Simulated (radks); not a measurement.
Values are calculated unless marked as measured or tabulated.
Q: Species: S V. Configuration: [Ne] 3s2. Code: a radial shooting solver on a logarithmic mesh with Libxc functionals. Model: non-relativistic Kohn-Sham, exchange-only B88, spin-polarised, spherical densities, point nucleus. Some entries of the table are withheld. Estimate them.

orbital  occ.  eigenvalue (hartree)  <r> (bohr)
1s          2                   (1)     0.09728
2s          2                   (2)         (3)
2p          6                   (4)         (5)
3s          2              -2.38224       1.473

A: 
(1) 1s eigenvalue (hartree): -90.39435
(2) 2s eigenvalue (hartree): -9.86189
(3) 2s <r> (bohr): 0.4795
(4) 2p eigenvalue (hartree): -7.89662
(5) 2p <r> (bohr): 0.4403
